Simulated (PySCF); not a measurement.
## TDDFT excited states: C5H9ClO2

Species: C5H9ClO2.
SMILES: `COC([C@H](C)CCl)=O`

Computed, not measured: PySCF, TDDFT PBE0/def2-SVPD, vertical, gas phase, core orbitals frozen in the response. The structure is a single GFN2-xTB conformer in the gas phase; no vibrational or solvent corrections. Torsions of this conformer, `[CH3:1][O:2][C:3](=[O:4])[C@H:5]([CH3:6])[CH2:7][Cl:8]`: C1–O2–C3–O4 1°, O2–C3–C5–C6 -107°, C3–C5–C7–Cl8 -65°.

Task: List the vertical singlet excitations with oscillator strengths and describe the spectrum.

Result: 

| state | E (eV) | λ (nm) | ν̃ (cm⁻¹) | f | \|μ\| (D) | main configurations (H = HOMO, L = LUMO) |
| --- | --- | --- | --- | --- | --- | --- |
| S1 | 5.97 | 207.6 | 48180 | 0.0019 | 0.29 | H→L (96%) |
| S2 | 7.34 | 168.9 | 59210 | 0.0010 | 0.19 | H-1→L (45%), H-1→L+1 (40%), H-1→L+2 (9%) |
| S3 | 7.42 | 167.0 | 59870 | 0.0018 | 0.25 | H-2→L (75%), H-2→L+1 (12%) |
| S4 | 7.48 | 165.7 | 60350 | 0.0017 | 0.25 | H-2→L+1 (47%), H-2→L+2 (16%), H→L+1 (15%) |
| S5 | 7.50 | 165.3 | 60500 | 0.0032 | 0.33 | H-1→L (50%), H-1→L+1 (25%), H-2→L (11%) |
| S6 | 7.56 | 163.9 | 61010 | 0.011 | 0.63 | H→L+1 (80%), H-2→L+1 (11%) |

Triplets (Tamm–Dancoff): T1 5.44 eV, H→L (96%); T2 6.11 eV, H-3→L (84%).

The lowest singlet lies at 5.97 eV (208 nm, ultraviolet) and is very weak; its leading configuration is HOMO→LUMO (96%). The most intense listed level is S6 at 7.56 eV (164 nm, f = 0.011), 1.59 eV above S1. It is the last of those listed, so stronger ones may follow. S1 has the pattern of n→π* at C=O. Of the 6 states listed, 1 reaches f = 0.01 and none stays under 0.0005. Orbital energies (eV): HOMO-3 -9.01, HOMO-2 -8.56, HOMO-1 -8.50, HOMO -8.22, LUMO 0.06, LUMO+1 0.39, LUMO+2 0.73. Weighted by f, the mean energy of these states is 7.38 eV. The window holds the lowest 6 singlets.

Time: 68 s wall; peak memory 0.98 GiB. Hardware: one thread, Arm Neoverse V1 (aarch64), on a shared host.
